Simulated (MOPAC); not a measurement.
A run for MOPAC: PM7 on BH3O2 (SMILES OBO), a point of a bond scan (R = 1.158 Å).

```
PM7 1SCF PRECISE CHARGE=0 THREADS=1
BH3O2

B     -0.32498421 1    -0.27208544 1    -0.23351835 1
H     -1.10969041 1    -0.98710405 1    -0.77860010 1
O     -0.27461651 1     1.03161116 1    -0.60531554 1
H      0.51807925 1     1.63780928 1    -0.01713607 1
O      0.51652967 1    -0.72310754 1     0.74487213 1
H      0.41334292 1    -1.65727393 1     0.94490509 1
```

The log:

```
*******************************************************************************
 **                                                                           **
 **                              MOPAC v23.2.5                                **
 **                                                                           **
 *******************************************************************************
 ** MOPAC's Digital Object Identifier: https://doi.org/10.5281/zenodo.6511958 **
 **                                                                           **
 ** Please cite the open-source release paper for use of this MOPAC version:  **
 ** J. E. Moussa and J. J. P. Stewart (2026)                                  **
 ** MOPAC: An open-source semiempirical molecular orbital program             **
 ** J. Open Source Softw., 11(119), 8025, https://doi.org/10.21105/joss.08025 **
 *******************************************************************************

                              PM7 CALCULATION RESULTS

 *******************************************************************************
 *  PM7        - The PM7 Hamiltonian to be used
 *
 *
 *
 *                 CHARGE ON SYSTEM = 0
 *
 *
 *
 *  PRECISE    - TIGHTER CRITERIA TO BE USED
 *  1SCF       - DO 1 SCF AND THEN STOP
 *  THREADS=1  - MULTI-THREADING NOT USED
 *  T=         - A TIME OF 172800.0 SECONDS REQUESTED
 *  DUMP=N     - RESTART FILE WRITTEN EVERY 7200.0 SECONDS REQUESTED
 *******************************************************************************
PM7 1SCF PRECISE CHARGE=0 THREADS=1
 BH3O2

   ATOM   CHEMICAL          X               Y               Z
  NUMBER   SYMBOL      (ANGSTROMS)     (ANGSTROMS)     (ANGSTROMS)

     1       B         -0.32498421  *  -0.27208544  *  -0.23351835  *
     2       H         -1.10969041  *  -0.98710405  *  -0.77860010  *
     3       O         -0.27461651  *   1.03161116  *  -0.60531554  *
     4       H          0.51807925  *   1.63780928  *  -0.01713607  *
     5       O          0.51652967  *  -0.72310754  *   0.74487213  *
     6       H          0.41334292  *  -1.65727393  *   0.94490509  *



          CARTESIAN COORDINATES

    NO.       ATOM           X           Y           Z

     1         B         -0.3250     -0.2721     -0.2335
     2         H         -1.1097     -0.9871     -0.7786
     3         O         -0.2746      1.0316     -0.6053
     4         H          0.5181      1.6378     -0.0171
     5         O          0.5165     -0.7231      0.7449
     6         H          0.4133     -1.6573      0.9449

 General Reference for PM7:
 "Optimization of Parameters for Semiempirical Methods VI: More Modifications to the
 NDDO Approximations and Re-optimization of Parameters", J. J. P. Stewart, J. Mol. Mod., 1:32, 19 (2013)
 https://link.springer.com/article/10.1007/s00894-012-1667-x

           Empirical Formula: H3 O2 B  =     6 atoms



      MOLECULAR POINT GROUP   :   Cs


      RHF CALCULATION, NO. OF DOUBLY OCCUPIED LEVELS = 9


 -------------------------------------------------------------------------------
 PM7 1SCF PRECISE CHARGE=0 THREADS=1
 BH3O2



     1SCF WAS SPECIFIED, SO BFGS WAS NOT USED
     SCF FIELD WAS ACHIEVED


                              PM7 CALCULATION
                                                       MOPAC v23.2.5 Linux




          FINAL HEAT OF FORMATION =       -135.34502 KCAL/MOL =    -566.28356 KJ/MOL


          COSMO AREA              =         77.44 SQUARE ANGSTROMS
          COSMO VOLUME            =         58.60 CUBIC ANGSTROMS

          IONIZATION POTENTIAL    =         11.333638 EV
          HOMO LUMO ENERGIES (EV) =        -11.334  0.444
          NO. OF FILLED LEVELS    =          9
          MOLECULAR WEIGHT        =         45.8325         POINT GROUP:  Cs

          MOLECULAR DIMENSIONS (Angstroms)

            Atom       Atom       Distance
            H     6    H     4     3.43425
            O     5    H     2     2.24052
            H     4    B     1     0.00000


          SCF CALCULATIONS        =          1





   ATOM   CHEMICAL          X               Y               Z
  NUMBER   SYMBOL      (ANGSTROMS)     (ANGSTROMS)     (ANGSTROMS)

     1       B         -0.32498421  *  -0.27208544  *  -0.23351835  *
     2       H         -1.10969041  *  -0.98710405  *  -0.77860010  *
     3       O         -0.27461651  *   1.03161116  *  -0.60531554  *
     4       H          0.51807925  *   1.63780928  *  -0.01713607  *
     5       O          0.51652967  *  -0.72310754  *   0.74487213  *
     6       H          0.41334292  *  -1.65727393  *   0.94490509  *

                             CARTESIAN COORDINATES

   1    B       -0.324984210    -0.272085440    -0.233518350
   2    H       -1.109690410    -0.987104050    -0.778600100
   3    O       -0.274616510     1.031611160    -0.605315540
   4    H        0.518079250     1.637809280    -0.017136070
   5    O        0.516529670    -0.723107540     0.744872130
   6    H        0.413342920    -1.657273930     0.944905090


           Empirical Formula: H3 O2 B  =     6 atoms



      MOLECULAR POINT GROUP   :   Cs


                  EIGENVALUES
 -29.34092 -28.13100 -18.01324 -17.11075 -14.74700 -13.57946 -12.92982 -11.70628
 -11.33364   0.44365   2.37533   3.08161   4.14179   5.37931   6.27519


              NET ATOMIC CHARGES AND DIPOLE CONTRIBUTIONS

  ATOM NO.   TYPE          CHARGE      No. of ELECS.   s-Pop       p-Pop
    1          B           0.361303        2.6387     0.74708     1.89162
    2          H           0.061316        0.9387     0.93868
    3          O          -0.524139        6.5241     1.82032     4.70381
    4          H           0.362374        0.6376     0.63763
    5          O          -0.610785        6.6108     1.76569     4.84509
    6          H           0.349931        0.6501     0.65007
 DIPOLE           X         Y         Z       TOTAL
 POINT-CHG.    -0.118    -1.173     0.262     1.208
 HYBRID         0.635     0.283     0.537     0.879
 SUM            0.517    -0.891     0.800     1.304


          ATOMIC ORBITAL ELECTRON POPULATIONS

     Atom    s        px        py        pz
    1  B   0.74708   0.63294   0.70689   0.55178
    2  H   0.93868
    3  O   1.82032   1.59260   1.46859   1.64263
    4  H   0.63763
    5  O   1.76569   1.72689   1.43472   1.68349
    6  H   0.65007

 **********************
 *                    *
 * JOB ENDED NORMALLY *
 *                    *
 **********************




 == MOPAC DONE ==
```

The run finished.

Cost: roughly 0.020 core-seconds.
